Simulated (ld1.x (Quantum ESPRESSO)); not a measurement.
Transferability test, RRKJ potential for Sb (Z = 51)

Sb, norm-conserving RRKJ (Kleinman–Bylander form), made with ld1.x (Quantum ESPRESSO) 7.5 (LDA (PZ), scalar-relativistic). Core [Kr] 4d10, reference 5s2 5p3. Waves: 5s (bound): rc 1.75 bohr; 5p (bound): rc 1.95 bohr; 5d channel at 0.45 Ry: rc 1.65 bohr. Local part: the d channel. Core correction: Bessel-smoothed model core inside 1.05 bohr. rho0 = 0.02.

Energies are relative to the spin-unpolarised reference configuration 5s2 5p3; without spin polarisation the order of configurations can differ from experiment. Spin-polarised rows fill each open shell by Hund’s rule, majority spin first.

```json
{"valence configuration": "5s2 5p2", "charge": "+1", "ΔE all-electron (eV)": "8.521", "error AE − PS (meV)": "-6.0"}
{"valence configuration": "5s2 5p1", "charge": "+2", "ΔE all-electron (eV)": "24.774", "error AE − PS (meV)": "-38"}
{"valence configuration": "5s2 5p0", "charge": "+3", "ΔE all-electron (eV)": "49.559", "error AE − PS (meV)": "-141"}
{"valence configuration": "5s2 5p2.5", "charge": "+0.5", "ΔE all-electron (eV)": "3.355", "error AE − PS (meV)": "-1.4"}
{"valence configuration": "5s0 5p5", "charge": "0", "ΔE all-electron (eV)": "16.646", "error AE − PS (meV)": "-45"}
{"valence configuration": "5s2 5p3.3", "charge": "-0.3", "ΔE all-electron (eV)": "-1.207", "error AE − PS (meV)": "+0.2"}
{"valence configuration": "5s1 5p0", "charge": "+4", "ΔE all-electron (eV)": "94.375", "error AE − PS (meV)": "-478"}
{"valence configuration": "5s2 5p3 (spin-polarised)", "charge": "0", "ΔE all-electron (eV)": "-1.092", "error AE − PS (meV)": "-0.6"}
{"valence configuration": "5s2 5p2 (spin-polarised)", "charge": "+1", "ΔE all-electron (eV)": "7.930", "error AE − PS (meV)": "-7.5"}
```

Levels in the configuration 5s2 5p2 (spin-polarised):

```json
{"level": "5s up", "all-electron (eV)": "-21.417", "pseudo (eV)": "-21.439"}
{"level": "5p up", "all-electron (eV)": "-12.711", "pseudo (eV)": "-12.723"}
{"level": "5s down", "all-electron (eV)": "-20.251", "pseudo (eV)": "-20.275"}
```

Note: ghost states, extra bound levels that the all-electron valence spectrum of the same l lacks: s at -1057.0 eV, p at -512.4 eV. A true bound ghost makes a file unfit for plane-wave use.
